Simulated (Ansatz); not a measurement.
Cost and result for the atomization energy of CH₄AlFS (8 atoms, 7 bonds).

```xyz
8

F    -2.530    0.559    0.903
C     0.131    0.145   -0.551
Al   -0.992   -0.023    1.040
S     1.768   -0.527   -0.202
H     0.189    1.202   -0.831
H    -0.564   -0.656    2.415
H    -0.347   -0.389   -1.377
H     2.345   -0.311   -1.397
```

The species carries charge 0 and has multiplicity 1. The bonds changed during the relaxation, so this is another structure than the one it started from. The structure was optimised at the PBE0-D4/def2-TZVP level. It is one conformer, not always the lowest. Program: Ansatz. All runs use 2 threads of an Arm Neoverse V1 on a shared host. Times are those of one run each, without the atoms' runs, and a repeat can differ threefold. Electronic energies, without spin–orbit coupling; frozen cores. CCSD(T)/CBS adds CCSD(T) − MP2 in def2-TZVPP to the MP2 limit, and its time is that of the two runs behind it. T1 = 0.011. HSE06 is the plane-wave form, built on full-range PBE exchange.

CCSD(T)/CBS is a level of theory with its own doubt, some kJ/mol a heavy atom from the limit and from the frozen cores, so smaller differences don't rank the functionals.

| level | functions | wall time |
| --- | --- | --- |
| LDA (SPW92)/def2-TZVPP | 202 | 1.4 s |
| revPBE-D4/def2-TZVPP | 202 | 2.3 s |
| CCSD(T)/def2-SVP | 84 | 2.5 s |
| PBE-D4/def2-TZVPP (with forces) | 202 | 3 s |
| PBE0-D4/def2-TZVPP | 202 | 3.2 s |
| CAM-B3LYP-D4/def2-TZVPP | 202 | 3.7 s |
| HSE06-D4/def2-TZVPP | 202 | 3.8 s |
| B2PLYP/def2-TZVPP | 202 | 6 s |
| r2SCANh-D4/def2-TZVPP | 202 | 6.5 s |
| ωB97X-V/def2-TZVPP | 202 | 9 s |
| MP2/def2-QZVPP | 374 | 19 s |
| CCSD(T)/def2-TZVPP | 202 | 69 s |
| CCSD(T)/CBS(def2) | – | 88 s |

**Question.** What atomization energy does each give, and how far from CCSD(T)/CBS? (Estimate.)

**Answer.** The calculation gave: 
```
                          level  atomization (kcal/mol)  difference from CCSD(T)/CBS  per bond
         LDA (SPW92)/def2-TZVPP                   732.9                         83.9      12.0
           revPBE-D4/def2-TZVPP                   637.5                        -11.5      -1.7
               CCSD(T)/def2-SVP                   606.0                        -43.0      -6.1
PBE-D4/def2-TZVPP (with forces)                   652.7                          3.7       0.5
             PBE0-D4/def2-TZVPP                   642.4                         -6.6      -1.0
        CAM-B3LYP-D4/def2-TZVPP                   646.9                         -2.1      -0.3
            HSE06-D4/def2-TZVPP                   642.7                         -6.3      -0.9
              B2PLYP/def2-TZVPP                   638.1                        -10.9      -1.6
          r2SCANh-D4/def2-TZVPP                   644.2                         -4.8      -0.7
             ωB97X-V/def2-TZVPP                   649.3                          0.3       0.0
                 MP2/def2-QZVPP                   653.7                          4.7       0.7
             CCSD(T)/def2-TZVPP                   630.3                        -18.7      -2.7
              CCSD(T)/CBS(def2)                   649.0                          0.0       0.0
```

Leaving LDA and LC-ωPBE aside and taking each functional with its dispersion term where it has one, the values, not all of them listed here, spread over 26.6 kcal/mol, from BHLYP-D4 to PBE-D4. LDA lies +83.6 kcal/mol from PBE without D4, its usual overbinding. From PBE to PBE0 (25 % exact exchange), in def2-TZVPP and without D4, the atomization energy moves by −9.8 kcal/mol: exact exchange takes away binding that semilocal exchange gives to molecules. In def2-TZVPP, CCSD(T) changes the Hartree–Fock value by +154.2 kcal/mol (the triples alone add +9.2 kcal/mol) and MP2 by +166.4 kcal/mol; breaking electron pairs costs correlation energy, which Hartree–Fock lacks.
